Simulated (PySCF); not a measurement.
**MN15 on F+ (fluorine, charge +1)**

Configuration: [He] 2s2 2p4, high-spin 3P determinant. All numbers are calculated (PySCF 2.14, scalar relativity by spin-free X2C-1e, in cc-pVDZ-DK (3s2p1d, 14 functions)).

* Total energy: -99.1201 hartree
* One-electron energy: -133.1706 hartree
* Hartree (Coulomb) energy: 43.9281 hartree
* Exchange-correlation energy: -9.8776 hartree
* ⟨S²⟩: 2.0004
* ⟨L²⟩: 2.002
* Sum of ⟨r⟩: 6.202 bohr
* Sum of ⟨r²⟩: 7.270 bohr²
* Traceless quadrupole moment −½Σ⟨3z² − r²⟩ along its main axis: -0.511 e·bohr²
* Langevin diamagnetic susceptibility: -5.76 ×10⁻⁶ cm³/mol
* Time after the integrals: 0.2 s of wall time on 1 thread of Neoverse-N1 (shared host)

| shell | electrons | mean orbital energy (hartree) | spread (hartree) | rms radius, mean of both spins (bohr) |
| --- | --- | --- | --- | --- |
| 1s α | 1 | -25.22115 | 0 | 0.205 |
| 1s β | 1 | -25.17873 | 0 | 0.205 |
| 2s α | 1 | -1.93319 | 0 | 1.07 |
| 2s β | 1 | -1.77648 | 0 | 1.07 |
| 2p α | 3 | -1.23316 | 0.07247 | 1.10 |
| 2p β | 1 | -1.10290 | 0 | 1.10 |
